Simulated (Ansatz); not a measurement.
The cluster Na₈P⁻: single points at one geometry.

```yaml
crystal:
  periodic: [false, false, false]
  atoms:
    - {symbol: P, position_ang: [1.681554, 0.593840, 0.289350]}
    - {symbol: Na, position_ang: [-0.973472, 1.132987, 0.509420]}
    - {symbol: Na, position_ang: [1.567524, 1.576062, -2.215446]}
    - {symbol: Na, position_ang: [-3.505479, -1.728206, -0.824176]}
    - {symbol: Na, position_ang: [-1.876136, -2.227741, 2.388064]}
    - {symbol: Na, position_ang: [0.567921, -1.652004, -0.751523]}
    - {symbol: Na, position_ang: [-1.694273, 0.149914, -3.363648]}
    - {symbol: Na, position_ang: [1.451771, -0.589687, 2.700297]}
    - {symbol: Na, position_ang: [2.780599, 2.744855, 1.267663]}
basis:
  gaussian: {orbitals: STO-3G}
total_charge: -1
hamiltonian: {xc: hf}
scf: {omitted_lower_state_checks: [starts]}
output: {orbitals: {seedname: orbitals}}
```

The file start.molden holds the orbitals of an earlier run on this structure, at another level or in another basis.

```sh
$ ansatz run in.yaml --threads 4 --pin off --events-out ev --progress --plain --max-ram 4787MiB
```

It prints (some lines left out):

```
Functional definition: HF
777 factors; integrals over basis functions are off by at most 1.1e-4 eV
mean field evaluation 1: about -43909.8472 eV, gradient 3.1e1 eV
mean field evaluation 2: about -43910.1263 eV, gradient 3.2e1 eV
mean field evaluation 4: about -43913.5978 eV, gradient 1.8e1 eV
mean field evaluation 8: about -43916.0703 eV, gradient 1.4e0 eV
mean field evaluation 16: about -43916.3595 eV, gradient 2.6e-1 eV
mean field -43916.36025998 eV, -1613.8964719762 hartree, gradient 2.1e-5 eV, S^2 0.000000; 0 other end points of the search recorded, 0 dependent functions left out
reference -43916.36025998 eV, -1613.8964719762 hartree; 52, 52 occupied and 29, 29 virtual orbitals, 777 factors
Total energy: -43916.36025998 eV, -1613.8964719762 hartree
Checks for a lower state left out: starts
```

Run time 0.6 s (4 threads of Arm Neoverse V1 on a shared host).

As the first input, with `gaussian: {orbitals: def2-TZVPD, initial_orbitals: start.molden}`, `hamiltonian: {xc: lda}` (abridged; 7 s):

```
Functional definition: SPW92
mean field -44404.73252563 eV, -1631.8438217082 hartree, gradient 4.2e-5 eV, S^2 0.000000
Total energy: -44404.73258334 eV, -1631.8438238289 hartree
Checks for a lower state left out: starts
```

As the first input, with `gaussian: {orbitals: def2-TZVPD, initial_orbitals: start.molden}`, `hamiltonian: {xc: {name: LC-wPBE}}` (abridged; 22 s):

```
Functional definition: LC-wPBE
mean field -44603.38272798 eV, -1639.1440819945 hartree, gradient 1.6e-5 eV, S^2 0.000000
Total energy: -44603.38272798 eV, -1639.1440819947 hartree
Checks for a lower state left out: starts
```

The first input with `gaussian: {orbitals: def2-TZVPD, initial_orbitals: start.molden}`, `hamiltonian: {xc: {name: B97M-V}}` (abridged; 48 s):

```
Functional definition: B97M-V
mean field -44611.41023060 eV, -1639.4390872745 hartree, gradient 8.4e-5 eV, S^2 0.000000
Total energy: -44611.41030635 eV, -1639.4390900585 hartree
Checks for a lower state left out: starts
```

First input, but with `gaussian: {orbitals: def2-TZVPD, initial_orbitals: start.molden}`, `hamiltonian: {xc: r2scan, dispersion: d4}` (abridged; 28 s):

```
Functional definition: r2SCAN
mean field -44614.74639526 eV, -1639.5616890647 hartree, gradient 1.7e-5 eV, S^2 0.000000
Total energy: -44614.80971777 eV, -1639.5640161237 hartree
Checks for a lower state left out: starts
```

First input, but with `gaussian: {orbitals: def2-SVPD, initial_orbitals: start.molden}`, `correlation: {method: ccsd_t}` and without the key `hamiltonian` (abridged; 4.5 min):

```
Functional definition: HF
mean field evaluation 16: about -44492.4383 eV, gradient 2.4e-6 eV
mean field evaluation 32: about -44485.5067 eV, gradient 1.2e1 eV
mean field evaluation 64: about -44491.0719 eV, gradient 2.0e-1 eV
mean field evaluation 96: about -44491.0854 eV, gradient 2.4e-1 eV
mean field -44492.43833408 eV, -1635.0669507197 hartree, gradient 6.3e-6 eV, S^2 0.000000; unrestricted orbitals would lower it
13 core orbitals not correlated: weight in the atoms' cores, before any rotation towards them, 1.000 or more for the frozen orbitals, at most 0.000 for the correlated occupied ones
second order -7.62275426 eV of doubles, -0.00000000 eV of singles
cycle   1  -7.60396649 eV  change    1.9e-2 eV  update   1.8e-1
cycle   2  -7.93246573 eV  change   -3.3e-1 eV  update   8.3e-2
cycle   3  -8.08027228 eV  change   -1.5e-1 eV  update   5.1e-2
cycle   4  -8.07837512 eV  change    1.9e-3 eV  update   1.9e-2
cycle   5  -8.07441890 eV  change    4.0e-3 eV  update   1.1e-2
cycle   6  -8.07643506 eV  change   -2.0e-3 eV  update   5.7e-3
cycle   7  -8.07606878 eV  change    3.7e-4 eV  update   3.1e-3
cycle   8  -8.07555626 eV  change    5.1e-4 eV  update   1.7e-3
cycle   9  -8.07597487 eV  change   -4.2e-4 eV  update   9.6e-4
cycle  10  -8.07617259 eV  change   -2.0e-4 eV  update   5.9e-4
cycle  11  -8.07587152 eV  change    3.0e-4 eV  update   3.7e-4
cycle  12  -8.07593045 eV  change   -5.9e-5 eV  update   2.4e-4
cycle  13  -8.07596210 eV  change   -3.2e-5 eV  update   1.3e-4
cycle  14  -8.07598964 eV  change   -2.8e-5 eV  update   8.8e-5
perturbative correction -0.76374755 eV, -0.0280672047 hartree
Total energy: -44501.27807127 eV, -1635.3918050694 hartree
Checks for a lower state left out: starts
```

As the first input, with `gaussian: {orbitals: def2-TZVPD, initial_orbitals: start.molden}`, `correlation: {method: mp2}` and without the key `hamiltonian` (abridged; 36 s):

```
Functional definition: HF
mean field -44508.12131795 eV, -1635.6432897465 hartree, gradient 4.1e-6 eV, S^2 0.000000; unrestricted orbitals would lower it
mean field evaluation 16: about -44508.8346 eV, gradient 3.9e-1 eV
13 core orbitals not correlated: weight in the atoms' cores, before any rotation towards them, 1.000 or more for the frozen orbitals, at most 0.000 for the correlated occupied ones
second order -44.00376230 eV of doubles, -0.00000000 eV of singles
Total energy: -44552.12508025 eV, -1637.2603981842 hartree
Checks for a lower state left out: starts
```

Geometry: PBE0-D4/def2-SVPD.

LC-ωPBE has ω = 0.4 bohr⁻¹. Correlated methods freeze 13 core orbitals; core or outer-core shells of Na are correlated, in sets that lack core-valence functions. The restricted singlet is unstable towards broken spin symmetry in Hartree–Fock (as tested in another run); at HF/STO-3G, LDA (SPW92)/def2-TZVPD, LC-ωPBE/def2-TZVPD, B97M-V/def2-TZVPD and others this wasn't settled. At HF/STO-3G the highest occupied level of the charge -1 singlet lies above zero (up to 12.10 eV). In Hartree–Fock with STO-3G the lack of diffuse functions raises the level. At CCSD(T)/def2-SVPD, MP2/def2-TZVPD the restricted singlet (for correlated methods, its reference) is unstable: a solution with broken spin symmetry lies lower. Another isomer (singlet) lies 0.23 eV lower at PBE0-D4/def2-TZVPD; other spin states weren't run for this one.
